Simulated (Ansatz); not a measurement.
C$_{4}$H$_{13}$ClO$_{5}$W, SMILES `C[O][W]([OH])([Cl])([O]C)([O]C)[O]C`, 24 atoms. The species carries charge 0 and has multiplicity 1. Correlated methods include outer-core shells of W, which these sets cover unevenly. W takes the def2 core potential. Hardware: A = 11 threads of an AMD EPYC 7R13 on a shared host and a whole NVIDIA H100 80 GB; B = 11 threads of an AMD EPYC 7R13 on a shared host. Correlated methods freeze the cores.

(1) Give the basis size and wall time and peak host memory of each of these runs in Ansatz. RHF-MP2/def2-QZVPP energy [A]; RKS PBE0-D4/def2-QZVPP energy [A]; RKS HSE06 (plane-wave form)-D4/def2-TZVPP energy [A]; RHF-CCSD(T)/def2-SVP energy [A]; RKS B97M-V/def2-TZVPP energy [A]; RKS PBE0-D4/def2-SVP energy [B]; RHF-CCSD(T)/def2-TZVPP energy [A]; RKS r2SCAN-D4/def2-TZVPP energy and forces [A]; RKS PBE0-D4/def2-TZVP relaxation (40 steps) [A]; RKS revPBE-D4/def2-TZVPP energy [A]; direct RPA on PBE orbitals/def2-TZVPP energy [A]; RKS ωB97M-V/def2-SVP energy [B]. (An estimate is asked.)

## Answers

(1) The calculation gave: Other jobs shared the machine, so times are rough.

```json
{"level": "RKS revPBE-D4/def2-TZVPP", "job": "energy [A]", "functions": "559", "wall time": "2 s", "peak host memory (GiB)": "1.2"}
{"level": "RKS HSE06 (plane-wave form)-D4/def2-TZVPP", "job": "energy [A]", "functions": "559", "wall time": "2.7 s", "peak host memory (GiB)": "1.5"}
{"level": "RKS r2SCAN-D4/def2-TZVPP", "job": "energy and forces [A]", "functions": "559", "wall time": "3 s", "peak host memory (GiB)": "1.2"}
{"level": "RKS PBE0-D4/def2-SVP", "job": "energy [B]", "functions": "241", "wall time": "3.1 s", "peak host memory (GiB)": "1.5"}
{"level": "RKS B97M-V/def2-TZVPP", "job": "energy [A]", "functions": "559", "wall time": "3.2 s", "peak host memory (GiB)": "1.3"}
{"level": "RKS PBE0-D4/def2-QZVPP", "job": "energy [A]", "functions": "1054", "wall time": "4 s", "peak host memory (GiB)": "1.7"}
{"level": "RHF-CCSD(T)/def2-SVP", "job": "energy [A]", "functions": "241", "wall time": "4.7 s", "peak host memory (GiB)": "1.5"}
{"level": "direct RPA on PBE orbitals/def2-TZVPP", "job": "energy [A]", "functions": "559", "wall time": "5.5 s", "peak host memory (GiB)": "3.4"}
{"level": "RHF-MP2/def2-QZVPP", "job": "energy [A]", "functions": "1054", "wall time": "6 s", "peak host memory (GiB)": "1.9"}
{"level": "RKS ωB97M-V/def2-SVP", "job": "energy [B]", "functions": "241", "wall time": "8 s", "peak host memory (GiB)": "1.9"}
{"level": "RKS PBE0-D4/def2-TZVP", "job": "relaxation (40 steps) [A]", "functions": "434", "wall time": "61 s", "peak host memory (GiB)": "1.2"}
{"level": "RHF-CCSD(T)/def2-TZVPP", "job": "energy [A]", "functions": "559", "wall time": "83 s", "peak host memory (GiB)": "1.5"}
```
